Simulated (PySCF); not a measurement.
Unknown compound

The spectra below were simulated for a compound C$_{5}$H$_{9}$NSi.

¹H NMR (400 MHz, computed): δ 7.97 (q, 1H), 7.54 (m, 1H), 6.50 (m, 1H), 5.25 (m, 1H), 5.07 (m, 1H), 4.38 (m, 1H), 2.08 (d, 3H).

¹³C{¹H} NMR (computed): δ 169.3 (CH), 155.4 (CH), 145.3 (CH), 64.1 (CH), 27.7 (CH3).

- shielding tensors at PBE0/pcSseg-1 (GIAO)
- GFN2-xTB structure
- program: PySCF 2.14.0 with density-fitted response routines
- rapidly exchanging positions averaged, non-relativistic Hamiltonian, no solvent model, a single conformation

Shifts are taken against calculated references (same method and geometry level): ¹H (σ = 31.72 ppm), ¹³C (σ = 186.93 ppm) vs TMS.

Propose a structure and justify it.

## Answers


1. The formula gives 3 degrees of unsaturation (1 ring in the answer).
2. 5 carbon signals for 5 carbons: no two carbons are equivalent.
3. Carbon types of the structure: 4 × CH, 1 × CH3, leaving 2 H on heteroatoms.
4. δC 169.3, 145.3: alkene CH.
5. δC 155.4: C=N carbon.
6. δC 64.1: allylic sp3 CH bonded to N and Si; the inductive effect lowers its shielding.
7. δC 27.7: methyl carbon; aliphatic region, no heteroatom directly attached.
8. δH 7.54, 6.50: hydrogen on an alkene CH; olefinic region.
9. δH 5.25, 4.38: hydrogen on a silicon bonded to 2 C, in a 4-membered ring.
10. δH 5.07: hydrogen on an allylic sp3 CH bonded to N and Si; its carbon carries N, an electronegative neighbour.

The compound is SMILES C/C=N/[C@@H]1C=C[SiH2]1.

The data come from this structure; uniqueness wasn't tested.

Shifts are as computed. Against solution values, carbons near 30 ppm lie about +3 ppm off and those near 130 ppm about +5 ppm. Of 1211 compounds with measured shifts, 218 miss one by over three times the rms of a fit or turn the order of signals round; such compounds aren't used in these exercises. No couplings were computed; multiplicities are counted from neighbouring protons, with m where these are inequivalent, close in shift, in a saturated or five-membered ring or joined by F or P, and br s for small geminal =CH2 splittings.
